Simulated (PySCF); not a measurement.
A structure optimised at PBE0-D3(BJ)/def2-TZVP, used in a PySCF frequency run:

```
Cd
O 1 1.9641
H 2 0.9596 1 112.86
N 1 2.0016 3 158.01 2 -180.00
H 4 1.0138 1 111.77 3 120.51
H 4 1.0138 5 106.29 1 -122.19
```
Charge 0, spin multiplicity 1.

Task: Write its SMILES, formula and point group.

Result: [NH2][Cd][OH], CdH3NO, Cs

Task: What are its rotational constants (standard atomic weights)?

Result: 207.00, 3.7168, 3.7110 GHz
